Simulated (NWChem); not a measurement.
Molecule: SnNH3F2; SMILES [NH2][SnH]([F])[F]

```xyz
7

Sn    -0.0170     0.2510     0.0000
N      1.9053    -0.4560     0.0000
F     -0.9019    -0.5094     1.5713
F     -0.9019    -0.5094    -1.5713
H     -0.2921     1.9441     0.0000
H      2.0188    -1.0667    -0.8237
H      2.0188    -1.0667     0.8237
```
Atoms are numbered in this order, from 1.

All runs: NWChem. Structure relaxed at the PBE-D3(BJ)/def2-SVP (def2 core potentials past Kr) level.

**Question.** Estimate the computed values for PBE0/STO-3G, non-relativistic. Quantities: highest occupied level (eV); orbital gap (eV); dipole (D).

**Answer.** The highest occupied level (eV) comes out as -3.65 and the orbital gap (eV) is 8.19. The dipole (D) is 0.23.
